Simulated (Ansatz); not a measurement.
Geometry optimisation of `C=C[SiH](Cl)N[SiH2]Cl`.

```yaml
crystal:
  periodic: [false, false, false]
  atoms:
    - {symbol: C, position_ang: [-0.944110, 2.332070, -0.413870]}
    - {symbol: C, position_ang: [-0.440460, 1.173300, -0.808510]}
    - {symbol: Si, position_ang: [-1.094330, -0.510840, -0.290700]}
    - {symbol: Cl, position_ang: [-2.037150, -1.412940, -1.838520]}
    - {symbol: N, position_ang: [0.252730, -1.540450, 0.089720]}
    - {symbol: Si, position_ang: [1.741420, -1.184280, 0.895670]}
    - {symbol: Cl, position_ang: [1.395880, 0.366380, 2.115230]}
    - {symbol: H, position_ang: [-1.795640, 2.384560, 0.245000]}
    - {symbol: H, position_ang: [-0.532580, 3.279450, -0.725760]}
    - {symbol: H, position_ang: [0.420550, 1.184520, -1.468160]}
    - {symbol: H, position_ang: [-2.026650, -0.439680, 0.831980]}
    - {symbol: H, position_ang: [0.170940, -2.487940, -0.241860]}
    - {symbol: H, position_ang: [2.773340, -0.780770, -0.057860]}
    - {symbol: H, position_ang: [2.116040, -2.363390, 1.667630]}
basis:
  gaussian: {orbitals: def2-TZVP}
hamiltonian: {xc: pbe0, dispersion: d4}
relax: {f_tol: 0.005, max_steps: 150}
```

```sh
$ ansatz run in.yaml --threads 2 --pin off --events-out ev --progress --plain --max-ram 32768MiB --backend cuda --devices 0, --max-vram 18GiB
```

It prints (some lines left out):

```
Functional definition: PBE0
mean field -44465.92084887 eV, -1634.0924511124 hartree, gradient 3.4e-5 eV, S^2 0.000000; 0 other end points of the search recorded, 0 dependent functions left out
relax step   1: F+E_penalty+E_count = -44466.33715540 eV  Δ(F+E_penalty+E_count) = +0.000e0 eV  max|allowed force component| = 1.344e0 eV/Å  Δτ_max = 0.0000 Å  (30 SCF iters, accepted)
mean field -44466.03098007 eV, -1634.0964983592 hartree, gradient 1.0e-5 eV, S^2 0.000000; 0 other end points of the search recorded, 0 dependent functions left out
relax step   2: F+E_penalty+E_count = -44466.44094027 eV  Δ(F+E_penalty+E_count) = -1.038e-1 eV  max|allowed force component| = 3.477e-1 eV/Å  Δτ_max = 0.0998 Å  (31 SCF iters, accepted)
mean field -44466.04489894 eV, -1634.0970098684 hartree, gradient 2.1e-5 eV, S^2 0.000000; 0 other end points of the search recorded, 0 dependent functions left out
relax step   3: F+E_penalty+E_count = -44466.45565066 eV  Δ(F+E_penalty+E_count) = -1.471e-2 eV  max|allowed force component| = 2.425e-1 eV/Å  Δτ_max = 0.0680 Å  (31 SCF iters, accepted)
mean field -44466.07280314 eV, -1634.0980353286 hartree, gradient 9.4e-6 eV, S^2 0.000000; 0 other end points of the search recorded, 0 dependent functions left out
relax step   4: F+E_penalty+E_count = -44466.48055958 eV  Δ(F+E_penalty+E_count) = -2.491e-2 eV  max|allowed force component| = 1.271e-1 eV/Å  Δτ_max = 0.1481 Å  (32 SCF iters, accepted)
mean field -44466.09432021 eV, -1634.0988260665 hartree, gradient 2.2e-5 eV, S^2 0.000000; 0 other end points of the search recorded, 0 dependent functions left out
relax step   5: F+E_penalty+E_count = -44466.50172477 eV  Δ(F+E_penalty+E_count) = -2.117e-2 eV  max|allowed force component| = 1.795e-1 eV/Å  Δτ_max = 0.1999 Å  (30 SCF iters, accepted)
mean field -44466.10999046 eV, -1634.0994019374 hartree, gradient 2.2e-5 eV, S^2 0.000000; 0 other end points of the search recorded, 0 dependent functions left out
relax step   6: F+E_penalty+E_count = -44466.51411740 eV  Δ(F+E_penalty+E_count) = -1.239e-2 eV  max|allowed force component| = 6.449e-1 eV/Å  Δτ_max = 0.1958 Å  (30 SCF iters, accepted)
mean field -44466.12087259 eV, -1634.0998018485 hartree, gradient 2.1e-5 eV, S^2 0.000000; 0 other end points of the search recorded, 0 dependent functions left out
relax step   7: F+E_penalty+E_count = -44466.52608954 eV  Δ(F+E_penalty+E_count) = -1.197e-2 eV  max|allowed force component| = 4.913e-1 eV/Å  Δτ_max = 0.0586 Å  (32 SCF iters, accepted)
mean field -44466.13853379 eV, -1634.1004508856 hartree, gradient 1.6e-5 eV, S^2 0.000000; 0 other end points of the search recorded, 0 dependent functions left out
relax step   8: F+E_penalty+E_count = -44466.54403967 eV  Δ(F+E_penalty+E_count) = -1.795e-2 eV  max|allowed force component| = 1.457e-1 eV/Å  Δτ_max = 0.2000 Å  (30 SCF iters, accepted)
mean field -44466.14029821 eV, -1634.1005157266 hartree, gradient 2.5e-5 eV, S^2 0.000000; 0 other end points of the search recorded, 0 dependent functions left out
relax step   9: F+E_penalty+E_count = -44466.54721067 eV  Δ(F+E_penalty+E_count) = -3.171e-3 eV  max|allowed force component| = 7.122e-2 eV/Å  Δτ_max = 0.1089 Å  (31 SCF iters, accepted)
mean field -44466.14121008 eV, -1634.1005492374 hartree, gradient 2.0e-5 eV, S^2 0.000000; 0 other end points of the search recorded, 0 dependent functions left out
relax step  10: F+E_penalty+E_count = -44466.54835373 eV  Δ(F+E_penalty+E_count) = -1.143e-3 eV  max|allowed force component| = 5.172e-2 eV/Å  Δτ_max = 0.0351 Å  (31 SCF iters, accepted)
mean field -44466.14270513 eV, -1634.1006041794 hartree, gradient 1.7e-5 eV, S^2 0.000000; 0 other end points of the search recorded, 0 dependent functions left out
relax step  11: F+E_penalty+E_count = -44466.54936416 eV  Δ(F+E_penalty+E_count) = -1.010e-3 eV  max|allowed force component| = 3.476e-2 eV/Å  Δτ_max = 0.0223 Å  (31 SCF iters, accepted)
mean field -44466.14319154 eV, -1634.1006220547 hartree, gradient 2.2e-5 eV, S^2 0.000000; 0 other end points of the search recorded, 0 dependent functions left out
relax step  12: F+E_penalty+E_count = -44466.54983990 eV  Δ(F+E_penalty+E_count) = -4.757e-4 eV  max|allowed force component| = 3.091e-2 eV/Å  Δτ_max = 0.0244 Å  (31 SCF iters, accepted)
mean field -44466.14353216 eV, -1634.1006345724 hartree, gradient 6.9e-6 eV, S^2 0.000000; 0 other end points of the search recorded, 0 dependent functions left out
relax step  13: F+E_penalty+E_count = -44466.55011501 eV  Δ(F+E_penalty+E_count) = -2.751e-4 eV  max|allowed force component| = 3.508e-2 eV/Å  Δτ_max = 0.0252 Å  (32 SCF iters, accepted)
mean field -44466.14368724 eV, -1634.1006402713 hartree, gradient 6.9e-6 eV, S^2 0.000000; 0 other end points of the search recorded, 0 dependent functions left out
relax step  14: F+E_penalty+E_count = -44466.55020863 eV  Δ(F+E_penalty+E_count) = -9.362e-5 eV  max|allowed force component| = 2.134e-2 eV/Å  Δτ_max = 0.0175 Å  (33 SCF iters, accepted)
mean field -44466.14369949 eV, -1634.1006407217 hartree, gradient 1.7e-5 eV, S^2 0.000000; 0 other end points of the search recorded, 0 dependent functions left out
relax step  15: F+E_penalty+E_count = -44466.55024036 eV  Δ(F+E_penalty+E_count) = -3.174e-5 eV  max|allowed force component| = 1.019e-2 eV/Å  Δτ_max = 0.0078 Å  (33 SCF iters, accepted)
mean field -44466.14364117 eV, -1634.1006385785 hartree, gradient 1.7e-5 eV, S^2 0.000000; 0 other end points of the search recorded, 0 dependent functions left out
relax step  16: F+E_penalty+E_count = -44466.55025851 eV  Δ(F+E_penalty+E_count) = -1.815e-5 eV  max|allowed force component| = 5.293e-3 eV/Å  Δτ_max = 0.0050 Å  (34 SCF iters, accepted)
mean field -44466.14354447 eV, -1634.1006350248 hartree, gradient 1.7e-5 eV, S^2 0.000000; 0 other end points of the search recorded, 0 dependent functions left out
relax step  17: F+E_penalty+E_count = -44466.55026429 eV  Δ(F+E_penalty+E_count) = -5.771e-6 eV  max|allowed force component| = 8.067e-3 eV/Å  Δτ_max = 0.0060 Å  (33 SCF iters, accepted)
mean field -44466.14347118 eV, -1634.1006323312 hartree, gradient 1.7e-5 eV, S^2 0.000000; 0 other end points of the search recorded, 0 dependent functions left out
relax step  18: F+E_penalty+E_count = -44466.55026976 eV  Δ(F+E_penalty+E_count) = -5.473e-6 eV  max|allowed force component| = 6.413e-3 eV/Å  Δτ_max = 0.0036 Å  (34 SCF iters, accepted)
mean field -44466.14341078 eV, -1634.1006301115 hartree, gradient 1.7e-5 eV, S^2 0.000000; 0 other end points of the search recorded, 0 dependent functions left out
relax step  19: F+E_penalty+E_count = -44466.55027308 eV  Δ(F+E_penalty+E_count) = -3.318e-6 eV  max|allowed force component| = 4.208e-3 eV/Å  Δτ_max = 0.0015 Å  (34 SCF iters, accepted)
mean field -44466.14341078 eV, -1634.1006301115 hartree, gradient 5.4e-5 eV, S^2 0.000000; 1 other end points of the search recorded, 0 dependent functions left out
Total energy: -44466.55031262 eV, -1634.1155834783 hartree
Atom 0 at    -0.748456     2.208028    -0.368721 Å, force    -0.000062    -0.000542     0.003003 eV/Å
Atom 1 at    -0.385069     1.070639    -0.955649 Å, force     0.000476     0.002297    -0.000457 eV/Å
Atom 2 at    -1.115478    -0.540963    -0.435954 Å, force     0.000849     0.001561    -0.000374 eV/Å
Atom 3 at    -1.883401    -1.554016    -2.058569 Å, force    -0.000553    -0.000282    -0.000145 eV/Å
Atom 4 at     0.105767    -1.519521     0.280453 Å, force    -0.001285    -0.004208     0.002018 eV/Å
Atom 5 at     1.643919    -1.032344     0.854543 Å, force     0.000176     0.002490    -0.001215 eV/Å
Atom 6 at     1.546284    -0.017458     2.648286 Å, force    -0.000087    -0.000037    -0.000103 eV/Å
Atom 7 at    -1.486717     2.228532     0.428424 Å, force    -0.000112    -0.000155    -0.000677 eV/Å
Atom 8 at    -0.327829     3.167962    -0.653817 Å, force     0.000202     0.000117    -0.001174 eV/Å
Atom 9 at     0.353957     1.101348    -1.753375 Å, force     0.000201    -0.000641    -0.000683 eV/Å
Atom 10 at    -2.260424    -0.309761     0.474845 Å, force    -0.000844    -0.000227    -0.000094 eV/Å
Atom 11 at    -0.177144    -2.452926     0.548965 Å, force     0.001095     0.000178    -0.000618 eV/Å
Atom 12 at     2.276940    -0.105659    -0.104547 Å, force     0.000120    -0.000656     0.000350 eV/Å
Atom 13 at     2.457632    -2.243875     1.095106 Å, force    -0.000175     0.000105     0.000170 eV/Å
Dipole moment:     0.065663     0.049144    -0.015187 e Å
```

Hardware: 2 threads of an AMD EPYC 7R13 on a shared host and a share of an NVIDIA H100 80 GB. Wall time 35 s, peak host memory 0.96 GiB.
